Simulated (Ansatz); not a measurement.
`F[Si]N([SiH3])[SiH3]` + H₂ → `[SiH]N([SiH3])[SiH3]` + H–F at 500 K and 1 bar (hydrogenolysis of the Si–F bond).

Isolated molecules relaxed with PBE0-D4/def2-TZVP in Ansatz; ΔE leaves out vibrations. CBS: MP2 limit from def2 TZ/QZ plus the TZ coupled-cluster correction, frozen cores. This one scheme is used for every species. One conformer a species, not always the lowest.

```csv
species,CCSD(T)/CBS energy (Eh),H − E (kJ/mol),S (J/(mol·K))
`F[Si]N([SiH3])[SiH3]`,-1025.44155,211.4,449.8
H₂,-1.17544,41.0,145.5
`[SiH]N([SiH3])[SiH3]`,-926.15926,219.2,421.1
H–F,-100.39570,39.4,188.7
```

H − E and S are ideal-gas, rigid-rotor, harmonic terms from PBE0-D4/def2-TZVP, for one conformer and one mirror image of each species. The MP2-based limit puts H₂ 0.8 mEh under its directly extrapolated value; such offsets cancel only in part. 1 Eh = 2625.50 kJ/mol, R = 8.31446 J/(mol·K).

**Question.** By hand: ΔE, ΔH, ΔS and ΔG.

**Answer.** ΔE = (-926.15926) + (-100.39570) − (-1025.44155) − (-1.17544) = 0.06203 Eh = 162.9 kJ/mol. Δ(H − E) = 219.2 + 39.4 − 211.4 − 41.0 = 6.2, so ΔH = 169.1 kJ/mol. ΔS = 421.1 + 188.7 − 449.8 − 145.5 = 14.5 J/(mol·K). ΔG = 169.1 − 500 × (14.5)/1000 = 161.8 kJ/mol.

**Question.** By hand: the equilibrium constant, and the temperature at which ΔG would vanish if ΔH and ΔS stayed fixed.

**Answer.** log₁₀ K = −ΔG/(RT ln 10) = -16.9. ΔG = 0 at ΔH/ΔS = 11662 K, far beyond where these terms or the molecules hold.

The number of gas molecules stays the same, so ΔS is small and ΔH decides. A doubt of 5 kJ/mol in ΔE shifts log₁₀ K by 0.5 here. Other conformers and mirror images would add mixing entropy, several J/(mol·K) or more a flexible species. These are equilibria of isolated gas molecules and say nothing of rates. Largest T1 diagnostic: 0.014 (customary marks: 0.02 for closed shells, 0.045 for open ones).
